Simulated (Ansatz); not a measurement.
Gas-phase electronic energies from Ansatz, PBE0-D4/def2-TZVP geometries. CCSD(T)/CBS adds triple-zeta CCSD(T) − MP2 to the extrapolated MP2 energy (def2 sets, frozen cores). DFT in def2-TZVPP. B3LYP here is the variant with VWN-RPA as its local correlation; programs differ in this. One conformer a species, not always the lowest.

Consider the ligand exchange at the Si–S bond: `C=C(F)S[SiH3]` + `CB(C)N` → `CB(C)N[SiH3]` + `C=C(F)S`.

`C=C(F)S[SiH3]`:

Z-matrix (Å, degrees):
```
Si
S 1 2.151
H 1 1.483 2 103.3
H 1 1.483 2 110.2 3 -118.6
H 1 1.481 2 112.0 3 118.4
C 2 1.754 1 99.9 3 170.9
F 6 1.342 2 114.3 1 42.9
C 6 1.322 2 125.3 1 -139.9
H 8 1.082 6 120.1 2 -174.4
H 8 1.079 6 120.2 2 5.0
```

`CB(C)N`:

Cartesian coordinates in Å:
```
C -0.061 -1.227 -0.849
B -0.020 0.161 -0.099
C 0.188 0.229 1.463
N -0.171 1.344 -0.828
H -0.210 -1.148 -1.930
H 0.868 -1.783 -0.681
H -0.860 -1.859 -0.448
H 1.127 -0.257 1.749
H 0.203 1.244 1.870
H -0.602 -0.325 1.982
H -0.308 1.363 -1.824
H -0.154 2.257 -0.405
```

`CB(C)N[SiH3]`:

Cartesian coordinates in Å:
```
C 0.312 -2.099 -0.237
B -0.015 -0.560 -0.155
C -1.161 0.053 -1.050
N 0.715 0.272 0.726
Si 0.529 1.985 0.966
H -0.597 -2.703 -0.143
H 1.028 -2.449 0.512
H 0.723 -2.340 -1.224
H -1.099 -0.315 -2.079
H -1.193 1.145 -1.089
H -2.133 -0.284 -0.671
H 1.423 -0.177 1.289
H 1.511 2.390 2.005
H 0.798 2.750 -0.280
H -0.840 2.331 1.430
```

`C=C(F)S`:

Z-matrix (Å, degrees):
```
C
C 1 1.322
H 1 1.079 2 121.2
H 1 1.082 2 119.5 3 180.0
F 2 1.337 1 120.8 3 180.0
S 2 1.753 1 130.2 3 -0.0
H 6 1.341 2 95.0 1 0.0
```

| level | ΔE (kJ/mol) | difference from CCSD(T)/CBS |
| --- | --- | --- |
| PBE-D4 | 29.7 | 9.2 |
| r2SCAN-D4 | 24.3 | 3.8 |
| PBE0-D4 | 26.7 | 6.2 |
| B3LYP-D4 | 20.6 | 0.1 |
| ωB97X-V | 21.1 | 0.6 |
| ωB97M-V | 20.8 | 0.3 |
| B2PLYP | 21.0 | 0.5 |
| PBE | 30.8 | 10.3 |
| r2SCAN | 24.8 | 4.3 |
| PBE0 | 27.7 | 7.2 |
| B3LYP | 22.1 | 1.6 |
| HF/def2-TZVPP | 13.0 | -7.5 |
| MP2/def2-TZVPP | 20.7 | 0.2 |
| SCS-MP2/def2-TZVPP | 17.6 | -2.9 |
| CCSD/def2-TZVPP | 16.6 | -3.9 |
| CCSD(T)/def2-TZVPP | 18.4 | -2.1 |
| HF/def2-QZVPP | 11.9 | -8.6 |
| MP2/def2-QZVPP | 21.6 | 1.1 |
| SCS-MP2/def2-QZVPP | 18.6 | -1.9 |
| HF/CBS(def2) | 11.8 | -8.7 |
| MP2/CBS(def2) | 22.9 | 2.4 |
| CCSD/CBS(def2) | 18.8 | -1.7 |
| CCSD(T)/CBS | 20.5 | 0 |

Largest T1 diagnostic among the species: 0.013.

In def2-TZVPP, CCSD(T) changes the Hartree–Fock value by +5.4 kJ/mol (the triples alone add +1.8 kJ/mol) and MP2 by +7.7 kJ/mol. From PBE to PBE0 (25 % exact exchange), in def2-TZVPP and without D4, ΔE moves by −3.1 kJ/mol.
